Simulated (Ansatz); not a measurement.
`[SiH3][BH][GaH2]` + `BO` → `BOB[SiH3]` + `[GaH3]` at 600 K and 1 bar (cleavage of the B–Ga bond).

Gas-phase electronic energies from Ansatz, PBE0-D4/def2-TZVP geometries. CBS: MP2 limit from def2 TZ/QZ plus the TZ coupled-cluster correction, frozen cores. This one scheme is used for every species. For Ga outer-core shells are correlated without core-valence functions, which leaves a few kJ/mol of doubt a bond. Scalar relativity is left out up to krypton. Each species was taken in one conformer, which may not be the lowest.

| species | CCSD(T)/CBS energy (Eh) | H − E (kJ/mol) | S (J/(mol·K)) |
| --- | --- | --- | --- |
| `[SiH3][BH][GaH2]` | -2241.35179 | 187.4 | 431.1 |
| `BO` | -101.80414 | 119.7 | 267.1 |
| `BOB[SiH3]` | -417.48760 | 223.7 | 425.8 |
| `[GaH3]` | -1925.70545 | 74.9 | 253.2 |

H − E and S are ideal-gas, rigid-rotor, harmonic terms from PBE0-D4/def2-TZVP, for one conformer and one mirror image of each species. 1 Eh = 2625.50 kJ/mol, R = 8.31446 J/(mol·K).

Question: By hand: ΔE, ΔH, ΔS and ΔG.

Answer: ΔE = (-417.48760) + (-1925.70545) − (-2241.35179) − (-101.80414) = -0.03712 Eh = -97.5 kJ/mol. Δ(H − E) = 223.7 + 74.9 − 187.4 − 119.7 = -8.5, so ΔH = -106.0 kJ/mol. ΔS = 425.8 + 253.2 − 431.1 − 267.1 = -19.2 J/(mol·K). ΔG = -106.0 − 600 × (-19.2)/1000 = -94.5 kJ/mol.

Question: By hand: the equilibrium constant, and the temperature at which ΔG would vanish if ΔH and ΔS stayed fixed.

Answer: log₁₀ K = −ΔG/(RT ln 10) = 8.2. ΔG = 0 at ΔH/ΔS = 5521 K, far beyond where these terms or the molecules hold.

ΔH outweighs TΔS. A doubt of 5 kJ/mol in ΔE shifts log₁₀ K by 0.4 here. Other conformers and mirror images would add mixing entropy, several J/(mol·K) or more a flexible species. Modes under 60 cm⁻¹, often nearly free rotors, make the harmonic entropy too high. These are equilibria of isolated gas molecules and say nothing of rates. Largest T1 diagnostic: 0.015 (customary marks: 0.02 for closed shells, 0.045 for open ones).
